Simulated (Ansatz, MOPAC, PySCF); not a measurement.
Molecule: CI, charge 0, multiplicity 2. SMILES: [C]I
Structure (B3LYP-D3(BJ)/def2-TZVP (Ansatz, a quantum-chemistry and plane-wave program) minimum search):
```xyz
2

C      0.0000     0.0000    -1.8315
I      0.0000     0.0000     0.2073
```
Charge 0, spin multiplicity 2.

Unscaled harmonic wavenumbers (cm⁻¹) in rising order, each level at the stationary point that it reaches from this structure (no distance between atoms moves by over 0.3 Å); the order of modes can differ between levels, and a negative number is imaginary. B3LYP-D3(BJ)/def2-TZVP (PySCF, at the structure above): 625.

PM3 (MOPAC): 858. Zero-point energy 1.2 against 0.9 kcal/mol; where all levels lie over 400 cm⁻¹, the wavenumbers are on average 1.374 times those of B3LYP-D3(BJ)/def2-TZVP.

HF/3-21G (Ansatz): 478. Zero-point energy 0.7 against 0.9 kcal/mol; where all levels lie over 400 cm⁻¹, the wavenumbers are on average 0.766 times those of B3LYP-D3(BJ)/def2-TZVP.
